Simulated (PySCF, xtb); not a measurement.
Zn(SeH)2 (H₂Se₂Zn), SMILES [SeH][Zn][SeH]. Other conformers were not sampled.

Harmonic wavenumbers (cm⁻¹) from GFN2-xTB in xtb at its own minimum, in rising order: 44, 111, 117, 157, 236, 451, 483, 2113, 2126.

Question: What does PBE-D3(BJ)/def2-SVP run with PySCF give at its own minimum? (An estimate is asked for; the answer gives what the named calculation found.)

Answer: 70, 70, 132, 191, 354, 550, 550, 2346, 2347. Paired by order, the mean absolute difference is 95 cm⁻¹ and the zero-point energies are 8.3 and 9.4 kcal/mol.
